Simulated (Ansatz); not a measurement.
Species: sum formula AlH$_{2}$Cl, charge 0, multiplicity 1. 
Structure (B3LYP-D3(BJ)/def2-TZVP (Ansatz, an electronic-structure program) minimum search):
```
Al
H 1 1.5693
H 1 1.5693 2 124.90
Cl 1 2.1060 2 117.55 3 -180.00
```

Dipole moments at this geometry, in debye (magnitudes).

| level | program | dipole (D) |
|---|---|---|
| SVWN5/def2-TZVPD | Ansatz | 1.28 |
| r2SCAN/def2-TZVPD | Ansatz | 1.27 |
| PBE0/def2-TZVPD | Ansatz | 1.34 |
| BHLYP/def2-TZVPD | Ansatz | 1.42 |
| r2SCANh/def2-TZVPD | Ansatz | (withheld) |
| r2SCAN0/def2-TZVPD | Ansatz | 1.34 |
| LC-wPBE/def2-TZVPD | Ansatz | 1.41 |
| wB97M-V/def2-TZVPD | Ansatz | 1.33 |
| CCSD(T)/aug-cc-pV(D+d)Z | Ansatz | (withheld) |

Problem. Fill in the missing entries.

Solution. 
- r2SCANh/def2-TZVPD, dipole (D): 1.30
- CCSD(T)/aug-cc-pV(D+d)Z, dipole (D): 1.30
